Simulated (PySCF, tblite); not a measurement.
Isomers of C3H7F2Si2 (doublet state). Calculated harmonic vibrations of the isolated species, GFN2-xTB (tblite), most abundant isotopes, no scaling. The method is semi-empirical: single wavenumbers can be off by several per cent or more. Modes of hydrogen on silicon can be 10 to 20 % off. One conformer each. Open shells enter through the occupations alone, without spin polarisation, and single modes of such species can be off by tens of per cent.

Electronic energies: B3LYP/pcH-1 single points on the GFN2-xTB geometries (PySCF, gas phase).

| SMILES | electronic energy, lowest = 0 (kcal/mol) |
| --- | --- |
| C=C([SiH2][SiH2])C(F)F | 3.3 |
| C=C([SiH][SiH3])C(F)F | 0.0 |
| C=C[Si]([SiH3])C(F)F | 4.1 |
| C=C([SiH2][SiH3])[C](F)F | 2.0 |
| C=[C][Si@H]([SiH3])C(F)F | 19.1 |
| [H]/[C]=C\[Si@@H]([SiH3])C(F)F | 26.3 |
| C=C[Si@@H]([SiH3])[C](F)F | 9.9 |
| C=C[Si@@H]([SiH2])C(F)F | 5.9 |

How do GFN2-xTB zero-point energies change the relative energies?

```tsv
SMILES	ZPE (kcal/mol)	of it from modes above 1550 cm⁻¹	electronic (kcal/mol)	with ZPE, lowest = 0 (kcal/mol)	lowest mode (cm⁻¹)	rings
C=C([SiH][SiH3])C(F)F	52.7	27.9	0.0	0.5	36	0
C=C([SiH2][SiH3])[C](F)F	50.2	24.9	2.0	0.0	32	0
C=C([SiH2][SiH2])C(F)F	52.8	27.8	3.3	3.8	31	0
C=C[Si]([SiH3])C(F)F	53.8	29.0	4.1	5.6	17	0
C=C[Si@@H]([SiH2])C(F)F	53.7	29.1	5.9	7.3	29	0
C=C[Si@@H]([SiH3])[C](F)F	51.6	28.3	9.9	9.2	1	0
C=[C][Si@H]([SiH3])C(F)F	50.8	27.9	19.1	17.6	32	0
[H]/[C]=C\[Si@@H]([SiH3])C(F)F	50.6	28.1	26.3	24.7	26	0
```

The zero-point energies span 3.6 kcal/mol, from `C=C([SiH2][SiH3])[C](F)F` to `C=C[Si]([SiH3])C(F)F`. With it `C=C([SiH2][SiH3])[C](F)F` becomes the lowest.

And how do the electronic energies of GFN2-xTB itself compare?

`C=C([SiH][SiH3])C(F)F` 0.0; `C=C([SiH2][SiH3])[C](F)F` 6.0; `C=C([SiH2][SiH2])C(F)F` 4.4; `C=C[Si]([SiH3])C(F)F` 12.9; `C=C[Si@@H]([SiH2])C(F)F` 14.6; `C=C[Si@@H]([SiH3])[C](F)F` 26.8; `C=[C][Si@H]([SiH3])C(F)F` 30.2; `[H]/[C]=C\[Si@@H]([SiH3])C(F)F` 40.2 kcal/mol, lowest = 0. Against the energies above, taken from the same isomer `C=C([SiH][SiH3])C(F)F`, the largest difference is 16.9 kcal/mol.

What do entropy and thermal enthalpy add at 298.15 K and 1 bar (rigid rotor, harmonic oscillator, one conformer each)?

```json
{"SMILES": "C=C([SiH][SiH3])C(F)F", "point group": "C1", "symmetry number": "1", "S (cal/(mol K))": "103.5", "H − H(0) (kcal/mol)": "7.16", "ZPE + H − H(0) − TS (kcal/mol)": "29.0"}
{"SMILES": "C=C([SiH2][SiH3])[C](F)F", "point group": "C1", "symmetry number": "1", "S (cal/(mol K))": "104.9", "H − H(0) (kcal/mol)": "7.37", "ZPE + H − H(0) − TS (kcal/mol)": "26.3"}
{"SMILES": "C=C([SiH2][SiH2])C(F)F", "point group": "C1", "symmetry number": "1", "S (cal/(mol K))": "103.1", "H − H(0) (kcal/mol)": "7.10", "ZPE + H − H(0) − TS (kcal/mol)": "29.2"}
{"SMILES": "C=C[Si@@H]([SiH2])C(F)F", "point group": "C1", "symmetry number": "1", "S (cal/(mol K))": "106.3", "H − H(0) (kcal/mol)": "7.45", "ZPE + H − H(0) − TS (kcal/mol)": "29.4"}
{"SMILES": "C=[C][Si@H]([SiH3])C(F)F", "point group": "C1", "symmetry number": "1", "S (cal/(mol K))": "109.1", "H − H(0) (kcal/mol)": "7.74", "ZPE + H − H(0) − TS (kcal/mol)": "26.0"}
{"SMILES": "[H]/[C]=C\\[Si@@H]([SiH3])C(F)F", "point group": "C1", "symmetry number": "1", "S (cal/(mol K))": "111.0", "H − H(0) (kcal/mol)": "7.76", "ZPE + H − H(0) − TS (kcal/mol)": "25.3"}
```

S holds R ln(2S + 1) for the spin.

Not tabulated: `C=C[Si]([SiH3])C(F)F` (lowest mode only 17 cm⁻¹); `C=C[Si@@H]([SiH3])[C](F)F` (lowest mode only 1 cm⁻¹).
